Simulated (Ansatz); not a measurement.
`[GaH2][Te][GeH3]`, charge 0, multiplicity 1.

**Question.** Give a relaxed structure at PBE0-D4/def2-TZVP (Ansatz 0.2.0). (Estimate.)

**Answer.** Ansatz gave: 
```xyz
8

Ga    2.050    0.132    0.465
Te    0.650    0.304   -1.612
Ge   -1.576   -0.095   -0.408
H     1.325   -0.135    1.824
H     3.591    0.307    0.270
H    -2.211   -1.388   -0.941
H    -2.514    1.088   -0.696
H    -1.316   -0.213    1.100
```
Point group Cs.
